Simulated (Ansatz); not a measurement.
`N[SiH2][SiH](F)Br` + `F[SiH3]` → `F[SiH2][SiH](F)Br` + `N[SiH3]`  (formal exchange of groups at the Si–Si bond)

Gas-phase electronic energies from Ansatz, PBE0-D4/def2-TZVP geometries. CCSD(T)/CBS is the MP2 limit (def2-TZVPP, def2-QZVPP) plus CCSD(T) − MP2 in def2-TZVPP, frozen cores. This one scheme is used for every species. Functionals use def2-TZVPP. For Br outer-core shells are correlated without core-valence functions, which leaves a few kJ/mol of doubt a bond. Scalar relativity is left out up to krypton. Each species was taken in one conformer, which may not be the lowest.

`N[SiH2][SiH](F)Br`:

Cartesian coordinates in Å:
```
N 0.088 1.435 0.990
Si -0.153 0.778 -0.573
Si -0.158 -1.552 -0.326
F -1.505 -2.083 0.347
Br 1.521 -2.044 1.055
H -0.099 2.405 1.182
H 0.813 1.068 1.586
H -1.453 1.266 -1.102
H 0.889 1.077 -1.604
H 0.057 -2.351 -1.556
```

`F[SiH3]`:

Cartesian coordinates in Å:
```
F 0.980 -0.816 0.898
Si -0.025 0.021 -0.023
H -0.928 0.799 0.858
H -0.801 -0.932 -0.852
H 0.774 0.927 -0.881
```

`F[SiH2][SiH](F)Br`:

Cartesian coordinates in Å:
```
F 0.199 -0.962 -2.040
Si -0.599 0.025 -1.060
Si 0.402 -0.103 1.063
F -0.417 0.844 2.056
Br 2.474 0.650 0.914
H -0.501 1.407 -1.588
H -2.018 -0.409 -1.019
H 0.460 -1.451 1.674
```

`N[SiH3]`:

Z-matrix (Å, degrees):
```
Si
N 1 1.720
H 1 1.486 2 107.9
H 1 1.494 2 116.0 3 -120.3
H 1 1.486 2 107.9 3 119.4
H 2 1.007 1 119.6 3 -168.6
H 2 1.007 1 119.6 3 49.2
```

```json
{"level": "ωB97X-V", "ΔE (kcal/mol)": "2.7"}
{"level": "PBE0", "ΔE (kcal/mol)": "2.3"}
{"level": "SCS-MP2/def2-QZVPP", "ΔE (kcal/mol)": "2.9"}
{"level": "MP2/CBS(def2)", "ΔE (kcal/mol)": "3.3"}
```

Problem. What does CCSD(T)/CBS give? (An estimate is asked.)

Solution. Ansatz gave: +3.0 kcal/mol. The listed levels differ from it by -0.3, -0.7, -0.1, 0.3 kcal/mol.

Largest T1 diagnostic among the species: 0.011.

The D4 term adds +0.8 kcal/mol with B3LYP and +0.5 kcal/mol with PBE0; it sums over pairs of atoms, weighted by their polarisabilities, and B3LYP, whose exchange is more repulsive, gets the larger term. In def2-TZVPP, CCSD(T) changes the Hartree–Fock value by +0.8 kcal/mol (the triples alone add +0.1 kcal/mol) and MP2 by +1.1 kcal/mol.

B3LYP here is the variant with VWN-RPA as its local correlation; programs differ in this.
